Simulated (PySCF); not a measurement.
CCl3, doublet, at a GFN2-xTB geometry; PBE-D3BJM/STO-3G run with PySCF.

Here is a job for PySCF.
```python
from pyscf import gto, scf, dft

mol = gto.Mole()
mol.atom = '''
    C    -0.004950   -0.005289    0.303986
    Cl   -0.000024    1.675961   -0.006623
    Cl    1.451799   -0.836933   -0.026704
    Cl   -1.450028   -0.837161   -0.073962
'''
mol.basis = 'sto-3g'
mol.charge = 0
mol.spin = 1
mol.verbose = 4
mol.build()

mf = dft.UKS(mol)
mf.xc = 'pbe'
mf.disp = 'd3bjm'
mf.kernel()
mf.analyze()
```

Question: Write the output that PySCF gives for this input, abridged.

Answer: 
```
PySCF version 2.14.0

[INPUT] verbose = 4
[INPUT] num. atoms = 4
[INPUT] num. electrons = 57
[INPUT] charge = 0
[INPUT] spin (= nelec alpha-beta = 2S) = 1
[INPUT] symmetry False subgroup None
[INPUT] Mole.unit = angstrom
[INPUT] Symbol           X                Y                Z      unit          X                Y                Z       unit  Magmom
[INPUT]  1 C     -0.004950000000  -0.005289000000   0.303986000000 AA   -0.009354144317  -0.009994761473   0.574450285702 Bohr   0.0
[INPUT]  2 Cl    -0.000024000000   1.675961000000  -0.006623000000 AA   -0.000045353427   3.167107285452  -0.012515656123 Bohr   0.0
[INPUT]  3 Cl     1.451799000000  -0.836933000000  -0.026704000000 AA    2.743502497917  -1.581574154611  -0.050463246430 Bohr   0.0
[INPUT]  4 Cl    -1.450028000000  -0.837161000000  -0.073962000000 AA   -2.740155792951  -1.582005012167  -0.139767923625 Bohr   0.0

nuclear repulsion = 252.796179887876
number of shells = 18
number of NR pGTOs = 96
number of NR cGTOs = 32
basis = sto-3g
ecp = {}

******** <class 'pyscf.dft.uks.UKS'> ********
method = UKS
initial guess = minao
damping factor = 0
level_shift factor = 0
DIIS = <class 'pyscf.scf.diis.CDIIS'>
diis_start_cycle = 1
diis_space = 8
diis_damp = 0
SCF conv_tol = 1e-09
SCF conv_tol_grad = None
SCF max_cycles = 50
direct_scf = True
direct_scf_tol = 1e-13
number electrons alpha = 29  beta = 28
XC library pyscf.dft.libxc version 7.1.2
    S. Lehtola, C. Steigemann, M. J. T. Oliveira, and M. A. L. Marques,  SoftwareX 7, 1–5 (2018)
XC functionals = pbe
    J. P. Perdew, K. Burke, and M. Ernzerhof,  Phys. Rev. Lett. 77, 3865 (1996)
    J. P. Perdew, K. Burke, and M. Ernzerhof,  Phys. Rev. Lett. 78, 1396 (1997)
    J. P. Perdew, K. Burke, and M. Ernzerhof,  Phys. Rev. Lett. 77, 3865 (1996)
    J. P. Perdew, K. Burke, and M. Ernzerhof,  Phys. Rev. Lett. 78, 1396 (1997)
radial grids:
    Treutler-Ahlrichs [JCP 102, 346 (1995); DOI:10.1063/1.469408] (M4) radial grids

becke partition: Becke, JCP 88, 2547 (1988); DOI:10.1063/1.454033
pruning grids: <function nwchem_prune>
grids dens level: 3
symmetrized grids: False
atomic radii adjust function: <function treutler_atomic_radii_adjust>
small_rho_cutoff = 0
Set gradient conv threshold to 3.16228e-05
tot grids = 70760
Calc dispersion correction with DFTD3.
Parameters: xc=pbe, version=d3bjm, atm=False
init E= -1402.15889844174

cycle= 1 E= -1402.40169114528  delta_E= -0.243  |g|= 0.304  |ddm|= 2.27
cycle= 2 E= -1402.20238523133  delta_E= 0.199  |g|= 0.639  |ddm|=  1.4
cycle= 3 E= -1402.46994265953  delta_E= -0.268  |g|= 0.011  |ddm|= 0.915
cycle= 4 E= -1402.47013103619  delta_E= -0.000188  |g|= 0.00221  |ddm|= 0.0655
cycle= 5 E= -1402.47014118821  delta_E= -1.02e-05  |g|= 0.000399  |ddm|= 0.0144
cycle= 6 E= -1402.47014148675  delta_E= -2.99e-07  |g|= 1.3e-05  |ddm|= 0.00165
cycle= 7 E= -1402.47014148706  delta_E= -3.18e-10  |g|= 2.15e-06  |ddm|= 6.35e-05
Extra cycle  E= -1402.47014148706  delta_E= 7.05e-12  |g|= 3.58e-06  |ddm|= 1.06e-05
converged SCF energy = -1402.47014148706  <S^2> = 0.75151356  2S+1 = 2.001513
**** SCF Summaries ****
Total Energy =                       -1402.470141487056935
Nuclear Repulsion Energy =             252.796179887876349
One-electron Energy =                -2440.944026971955282
Two-electron Energy =                  785.686981633660935
Two-electron Coulomb Energy =          874.914696785503679
DFT Exchange-Correlation Energy =      -89.227715151842716
Empirical Dispersion Energy =           -0.009276036639033
**** MO energy ****
                             alpha | beta                alpha | beta
MO #1   energy= -99.6750030436893  | -99.67456731921    occ= 1 | 1
MO #2   energy= -99.6750027804225  | -99.674567056651   occ= 1 | 1
MO #3   energy= -99.6749981916693  | -99.6745624668913  occ= 1 | 1
MO #4   energy= -9.86698195517599  | -9.85500956825799  occ= 1 | 1
MO #5   energy= -9.03277807788508  | -9.03222658748594  occ= 1 | 1
MO #6   energy= -9.03277781325384  | -9.03222632677421  occ= 1 | 1
MO #7   energy= -9.0324285533164   | -9.03187614053767  occ= 1 | 1
MO #8   energy= -6.88742516045854  | -6.88711161954695  occ= 1 | 1
MO #9   energy= -6.88742470928654  | -6.88711118241147  occ= 1 | 1
MO #10  energy= -6.88730398414028  | -6.88698636868562  occ= 1 | 1
MO #11  energy= -6.86932105100025  | -6.86789721836802  occ= 1 | 1
MO #12  energy= -6.86932024475081  | -6.86789684406342  occ= 1 | 1
MO #13  energy= -6.86928093240407  | -6.86784835523823  occ= 1 | 1
MO #14  energy= -6.86800825589856  | -6.86770506870722  occ= 1 | 1
MO #15  energy= -6.86744985210213  | -6.86713696533915  occ= 1 | 1
MO #16  energy= -6.86744839825575  | -6.86713502686173  occ= 1 | 1
MO #17  energy= -0.861501861882218 | -0.849913556099756 occ= 1 | 1
MO #18  energy= -0.745523708326774 | -0.741093212278458 occ= 1 | 1
MO #19  energy= -0.745523274849581 | -0.741092757318873 occ= 1 | 1
MO #20  energy= -0.512924696101774 | -0.499423766206663 occ= 1 | 1
MO #21  energy= -0.412973382776059 | -0.405615550194501 occ= 1 | 1
MO #22  energy= -0.41297321204589  | -0.405615456567891 occ= 1 | 1
MO #23  energy= -0.365166980182322 | -0.333134644197027 occ= 1 | 1
MO #24  energy= -0.273138062475539 | -0.269655594132245 occ= 1 | 1
MO #25  energy= -0.273137964432807 | -0.269655455411678 occ= 1 | 1
MO #26  energy= -0.257536213709613 | -0.253302633159151 occ= 1 | 1
MO #27  energy= -0.257536205524931 | -0.253302507679855 occ= 1 | 1
MO #28  energy= -0.235605931132322 | -0.234009659418939 occ= 1 | 1
MO #29  energy= -0.127220244234567 | -0.0558202101002514 occ= 1 | 0
MO #30  energy= 0.0219402789945854 | 0.039061598849276  occ= 0 | 0
MO #31  energy= 0.123390401194324  | 0.143755210424864  occ= 0 | 0
MO #32  energy= 0.123390573013329  | 0.143755386166001  occ= 0 | 0

To work with the spin densities directly, `use mulliken_meta_spin()` only printing them here.

 ** Mulliken spin pop alpha/beta on meta-lowdin orthogonal AOs **
 ** Mulliken Spin Density (per AO)  **
spin_pop of  0 C 1s        0.00001
spin_pop of  0 C 2s        0.11601
spin_pop of  0 C 2px       0.01881
spin_pop of  0 C 2py       0.01883
spin_pop of  0 C 2pz       0.60543
spin_pop of  1 Cl 1s        0.00000
spin_pop of  1 Cl 2s        0.00000
spin_pop of  1 Cl 3s        0.00134
spin_pop of  1 Cl 2px      -0.00000
spin_pop of  1 Cl 2py       0.00000
spin_pop of  1 Cl 2pz       0.00005
spin_pop of  1 Cl 3px      -0.00085
spin_pop of  1 Cl 3py      -0.01602
spin_pop of  1 Cl 3pz       0.09579
spin_pop of  2 Cl 1s        0.00000
spin_pop of  2 Cl 2s        0.00000
spin_pop of  2 Cl 3s        0.00134
spin_pop of  2 Cl 2px       0.00000
spin_pop of  2 Cl 2py      -0.00000
spin_pop of  2 Cl 2pz       0.00005
spin_pop of  2 Cl 3px      -0.01220
spin_pop of  2 Cl 3py      -0.00511
spin_pop of  2 Cl 3pz       0.09623
spin_pop of  3 Cl 1s        0.00000
spin_pop of  3 Cl 2s        0.00000
spin_pop of  3 Cl 3s        0.00134
spin_pop of  3 Cl 2px      -0.00000
spin_pop of  3 Cl 2py      -0.00000
spin_pop of  3 Cl 2pz       0.00005
spin_pop of  3 Cl 3px      -0.01321
spin_pop of  3 Cl 3py      -0.00512
spin_pop of  3 Cl 3pz       0.09724
 ** Mulliken Spin Density (per atom)  **
spin density of  0 C =      0.75909
spin density of  1 Cl =      0.08030
spin density of  2 Cl =      0.08030
spin density of  3 Cl =      0.08030
 ** Mulliken pop alpha/beta on meta-lowdin orthogonal AOs **
 ** Mulliken pop       alpha | beta **
pop of  0 C 1s        0.99984 | 0.99983
pop of  0 C 2s        0.66876 | 0.55274
pop of  0 C 2px       0.42585 | 0.40704
pop of  0 C 2py       0.42586 | 0.40703
pop of  0 C 2pz       0.88971 | 0.28428
pop of  1 Cl 1s        1.00000 | 1.00000
pop of  1 Cl 2s        0.99993 | 0.99992
pop of  1 Cl 3s        0.95750 | 0.95616
pop of  1 Cl 2px       0.99998 | 0.99998
pop of  1 Cl 2py       0.99969 | 0.99969
pop of  1 Cl 2pz       0.99999 | 0.99994
pop of  1 Cl 3px       0.97648 | 0.97733
pop of  1 Cl 3py       0.61120 | 0.62722
pop of  1 Cl 3pz       0.98523 | 0.88944
pop of  2 Cl 1s        1.00000 | 1.00000
pop of  2 Cl 2s        0.99993 | 0.99992
pop of  2 Cl 3s        0.95750 | 0.95616
pop of  2 Cl 2px       0.99976 | 0.99976
pop of  2 Cl 2py       0.99991 | 0.99991
pop of  2 Cl 2pz       0.99999 | 0.99994
pop of  2 Cl 3px       0.70227 | 0.71447
pop of  2 Cl 3py       0.88668 | 0.89180
pop of  2 Cl 3pz       0.98395 | 0.88773
pop of  3 Cl 1s        1.00000 | 1.00000
pop of  3 Cl 2s        0.99993 | 0.99992
pop of  3 Cl 3s        0.95750 | 0.95616
pop of  3 Cl 2px       0.99977 | 0.99977
pop of  3 Cl 2py       0.99991 | 0.99991
pop of  3 Cl 2pz       0.99998 | 0.99994
pop of  3 Cl 3px       0.70574 | 0.71895
pop of  3 Cl 3py       0.88663 | 0.89175
pop of  3 Cl 3pz       0.98053 | 0.88329
In total            29.00000 | 28.00000
 ** Mulliken atomic charges   ( Nelec_alpha | Nelec_beta ) **
charge of  0C =     -0.06094  (     3.41002      2.65092 )
charge of  1Cl =      0.02031  (     8.52999      8.44969 )
charge of  2Cl =      0.02031  (     8.52999      8.44969 )
charge of  3Cl =      0.02031  (     8.52999      8.44969 )
Dipole moment(X, Y, Z, Debye):  0.00105,  0.00112, -0.06433
```
